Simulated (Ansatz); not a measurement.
`C#[C][Al]([F])[Cl]` + H–F → `[F][Al]([F])[Cl]` + `C#C` at 500 K and 1 bar (ligand exchange at the Al–C bond).

Program: Ansatz. Geometries: PBE0-D4/def2-TZVP. ΔE: electronic, gas phase. CCSD(T)/CBS adds triple-zeta CCSD(T) − MP2 to the extrapolated MP2 energy (def2 sets, frozen cores). This one scheme is used for every species.

```
             species  CCSD(T)/CBS energy (Eh)  H − E (kJ/mol)  S (J/(mol·K))
`C#[C][Al]([F])[Cl]`               -878.39595            99.3          387.2
                 H–F               -100.39570            39.4          188.7
  `[F][Al]([F])[Cl]`               -901.60711            46.9          335.0
               `C#C`                -77.22717            90.7          225.3
```

H − E and S are ideal-gas, rigid-rotor, harmonic terms from PBE0-D4/def2-TZVP. 1 Eh = 2625.50 kJ/mol, R = 8.31446 J/(mol·K).

By hand: ΔE, ΔH, ΔS and ΔG.

ΔE = (-901.60711) + (-77.22717) − (-878.39595) − (-100.39570) = -0.04263 Eh = -111.9 kJ/mol. Δ(H − E) = 46.9 + 90.7 − 99.3 − 39.4 = -1.1, so ΔH = -113.0 kJ/mol. ΔS = 335.0 + 225.3 − 387.2 − 188.7 = -15.6 J/(mol·K). ΔG = -113.0 − 500 × (-15.6)/1000 = -105.2 kJ/mol.

By hand: the equilibrium constant, and the temperature at which ΔG would vanish if ΔH and ΔS stayed fixed.

log₁₀ K = −ΔG/(RT ln 10) = 11.0. ΔG = 0 at ΔH/ΔS = 7244 K, far beyond where these terms or the molecules hold.

ΔH outweighs TΔS. A doubt of 5 kJ/mol in ΔE shifts log₁₀ K by 0.5 here. These are equilibria of isolated gas molecules and say nothing of rates. Largest T1 diagnostic: 0.013 (customary marks: 0.02 for closed shells, 0.045 for open ones).
